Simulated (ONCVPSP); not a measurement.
# carbon: ONCV pseudisation with PBEsol, scalar-relativistic reference atom.

ONCVPSP 4.0.1 input, shortened (lines: element, Z, core and valence counts, functional; n l f; lmax; l rc ep ncon nbas qcut; lloc lpopt rc5 dvloc0; l nproj debl; icmod fcfact rcfact), PBEsol, scalar-relativistic:

```
  C 6.00    1    2  -116133      upf
    1    0    2.00
    2    0    2.00
    2    1    2.00
    2
    0    1.10    0.00    3    6    5.80
    1    2.75    0.00    4    6    4.80
    2    2.30    0.25    4    8    4.50
    4    5    0.80    0.00
    0    1    1.90
    1    2    2.70
    2    3    2.60
    2    0.60    1.15
```

(1) Does this generation succeed?

## Answers

(1) No. ONCVPSP 4.0.1 stopped with "test_data: must have ncon+3 <= nbas <= ncon+5, l= 1": the input breaks a rule of the program on the basis size: nbas must lie between ncon + 3 and ncon + 5.
